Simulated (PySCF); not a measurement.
Compound: C₅H₁₀FP.
SMILES: `F/C(C(C)(C)C)=P/[H]`

Level of theory: TDDFT CAM-B3LYP/def2-SVPD, vertical, gas phase, core orbitals frozen in the response (PySCF 2.14.0, density-fitted response routines). Geometry: GFN2-xTB; no solvent, vibrations or thermal averaging. Torsions of this conformer, `[H]/[P:7]=[C:5](\[C:2]([CH3:1])([CH3:3])[CH3:4])[F:6]`: C1–C2–C5–F6 59°.

Lowest singlets, with some entries withheld (?).

| state | E (eV) | f | main configurations (H = HOMO, L = LUMO) |
| --- | --- | --- | --- |
| S1 | 5.21 | 0.0067 | H-1→L (98%) |
| S2 | ? | ? | ? |
| S3 | 6.46 | 0.017 | H→L+1 (48%), H→L+3 (33%), H→L+5 (10%) |
| S4 | 6.84 | 0.0057 | H-2→L (62%), H-4→L (28%) |
| S5 | 7.24 | 0.050 | H→L+5 (51%), H→L+1 (35%) |
| S6 | ? | ? | ? |
| S7 | 7.86 | 0.046 | H-3→L (61%), H-1→L+1 (28%), H-1→L+3 (8%) |
| S8 | 7.91 | 0.042 | H-1→L+1 (45%), H-3→L (37%), H-1→L+3 (11%) |

Problem. Fill in the withheld entries.

Solution. 
- S2: E = 5.39 eV; f = 0.288; H→L (95%)
- S6: E = 7.73 eV; f = 0.0006; H-4→L (66%), H-2→L (32%)

Problem. How far apart are S3 and S6, in eV and cm⁻¹?

Solution. 7.728 − 6.456 = 1.272 eV, or about 10260 cm⁻¹.

Problem. Which level carries the most intensity, and what share of the listed sum of f?

Solution. S2, with f = 0.288 of 0.456, 63%.

Problem. Where do the lowest triplets lie (Tamm–Dancoff)?

Solution. T1 2.74 eV, H→L (97%); T2 4.31 eV, H-1→L (97%); T3 6.18 eV, H→L+1 (40%), H→L+3 (35%), H→L+5 (12%). E(S1) − E(T1) = +2.47 eV.
